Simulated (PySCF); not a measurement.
**C3F6: core ionisation energies**

Compound: hexafluoropropylene, C3F6.
Bonds: F1–C2, C2–F3, C2–C4 (double), C4–F5, C4–C6, C6–F7, C6–F8, C6–F9.

Computed, not measured: delta-SCF UKS SCAN, pcX-2 on the ionised atom, pcseg-1 elsewhere, spin-free X2C (PySCF). Vertical ΔSCF values, vacuum level as zero.

Task: Give the core binding energies atom by atom.

Result: 
```
 atom(s)              environment  level  binding energy (eV)  above the level's lowest (eV)  count
      C4       vinylic C–F carbon   C 1s               294.41                           0.00      1
      C2              =CF2 carbon   C 1s               296.70                          +2.29      1
      C6               CF3 carbon   C 1s               299.29                          +4.88      1
      F5           vinyl fluorine   F 1s               694.46                           0.00      1
F7/F8/F9  fluorine of a CF3 group   F 1s               694.46                           0.00      3
      F3           vinyl fluorine   F 1s               695.17                          +0.71      1
      F1           vinyl fluorine   F 1s               695.27                          +0.81      1
```

Lowest listed C 1s: C4, bonded to F, C (double bond) and C. Highest, 4.88 eV above it: C6, bonded to 3 F and C.

Lowest listed F 1s: F5, bonded to C. Highest, 0.81 eV above it: F1, bonded to C. Summing the Pauling electronegativity differences to the bonded atoms, each weighted by its formal bond order, gives -1.43 for the lowest site and -1.43 for the highest; the sum is the same at every site. The values 694.46 and 694.46 eV lie too close for their order to be trusted.

Task: Which photon energy gives electrons from F 1s of F7/F8/F9 a kinetic energy of 200 eV, and what is their de Broglie wavelength?

Result: hν = 694.46 + 200 = 894.46 eV, recoil neglected; λ = 12.264 Å/√(E/eV) = 0.87 Å.

Task: What is the longest wavelength that can ionise F 1s of F7/F8/F9 vertically?

Result: λ = hc/E = 12398.42 eV Å / 694.46 eV = 17.853 Å.

One atom of each set of topologically equivalent atoms was ionised and stands for the set; in this conformer not all members are related by symmetry, and their own values weren't computed. Geometry: PBE0-D3(BJ)/def2-SVP; no solvent, vibrations or thermal averaging.

Shape of the structure used: `[F:1][C:2]([F:3])=[C:4]([F:5])[C:6]([F:7])([F:8])[F:9]`: C2–C4–C6–F7 -117°.
